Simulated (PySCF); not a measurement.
PySCF 2.14 output of an unrestricted BP86 calculation on a single atom or ion in aug-cc-pVDZ-DK, with scalar relativity by spin-free X2C-1e:

```
SCF conv_tol = 1e-09
number electrons alpha = 12  beta = 9
    A. D. Becke.,  Phys. Rev. A 38, 3098 (1988)
    J. P. Perdew.,  Phys. Rev. B 33, 8822 (1986)
cycle= 1 E= -1048.86711816139  delta_E= -0.00198  |g|= 0.0101  |ddm|= 0.559
cycle= 2 E= -1048.86714269988  delta_E= -2.45e-05  |g|= 0.00488  |ddm|= 0.0519
cycle= 3 E= -1048.8671509659  delta_E= -8.27e-06  |g|= 9.8e-05  |ddm|= 0.0181
cycle= 4 E= -1048.86715096916  delta_E= -3.26e-09  |g|= 8.01e-07  |ddm|= 0.000386
cycle= 5 E= -1048.86715096916  delta_E= -1.82e-12  |g|= 3.47e-09  |ddm|= 2.46e-06
converged SCF energy = -1048.86715096916  <S^2> = 3.7503496  2S+1 = 4.0001748
```

The run itself started from symmetry-adapted Hartree-Fock orbitals and held the occupation by maximum overlap, on a logarithmic radial grid, so the iterations belong to that start.

**Question.** Which element, charge and spin multiplicity is this?

**Answer.** Cr³⁺ (chromium, charge +3), multiplicity 4; the state was [Ar] 3d3, high-spin 4F determinant.
